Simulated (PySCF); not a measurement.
**Correlation energy of Tl (thallium, neutral)**

[Xe] 4f14 5d10 6s2 6p1, 2P determinant. All numbers are calculated (PySCF 2.14, the spin-free X2C one-electron Hamiltonian (Gaussian nucleus), in ANO-RCC-VTZP). Frozen: [Kr] 4d10 4f14; 21 electrons correlated.

```
  level  correlation energy (mhartree)
   CCSD                        -614.61
    (T)                         -18.72
CCSD(T)                        -633.33
```

Diagnostics: T1 = 0.011, D1 = 0.0492, largest double amplitude 0.047.

Spin-orbit coupling, absent here, splits the open shell strongly.

Cost of the coupled-cluster step: about 70 core-seconds, for 21 correlated electrons.

Iterations:

```
CC2 = 0
CCSD nocc = (np.int64(11), np.int64(10)), nmo = (63, 63)
frozen orbitals [[0, 1, 2, 3, 4, 5, 6, 7, 8, 9, 10, 11, 12, 13, 14, 15, 16, 17, 18, 19, 20, 21, 22, 24, 25, 26, 27, 28, 29, 30], [0, 1, 2, 3, 4, 5, 6, 7, 8, 9, 10, 11, 12, 13, 14, 15, 16, 17, 18, 19, 20, 21, 22, 24, 25, 26, 27, 28, 29, 30]]
max_cycle = 100
direct = 0
conv_tol = 1e-08
conv_tol_normt = 1e-06
diis_space = 8
diis_start_cycle = 0
Init t2, MP2 energy = -0.653724072911807
Init E_corr(UCCSD) = -0.653724072923749
cycle = 1  E_corr(UCCSD) = -0.596927151862072  dE = 0.0567969211  norm(t1,t2) = 0.0845683
cycle = 2  E_corr(UCCSD) = -0.616055599376636  dE = -0.0191284475  norm(t1,t2) = 0.0205381
cycle = 3  E_corr(UCCSD) = -0.613827964105959  dE = 0.00222763527  norm(t1,t2) = 0.00820936
cycle = 4  E_corr(UCCSD) = -0.614547994499778  dE = -0.000720030394  norm(t1,t2) = 0.0028919
cycle = 5  E_corr(UCCSD) = -0.614634051396689  dE = -8.60568969e-05  norm(t1,t2) = 0.000343436
cycle = 6  E_corr(UCCSD) = -0.614609820031145  dE = 2.42313655e-05  norm(t1,t2) = 0.000110901
cycle = 7  E_corr(UCCSD) = -0.614609473473509  dE = 3.46557637e-07  norm(t1,t2) = 2.47042e-05
cycle = 8  E_corr(UCCSD) = -0.614611208609761  dE = -1.73513625e-06  norm(t1,t2) = 5.53119e-06
cycle = 9  E_corr(UCCSD) = -0.614610965187281  dE = 2.4342248e-07  norm(t1,t2) = 1.38748e-06
cycle = 10  E_corr(UCCSD) = -0.614610940743303  dE = 2.44439782e-08  norm(t1,t2) = 2.2836e-07
cycle = 11  E_corr(UCCSD) = -0.614610944859003  dE = -4.11570023e-09  norm(t1,t2) = 7.91188e-08
UCCSD converged
E(UCCSD) = -20243.3753759922  E_corr = -0.6146109448590035
UCCSD(T) correction = -0.0187204777191343
```
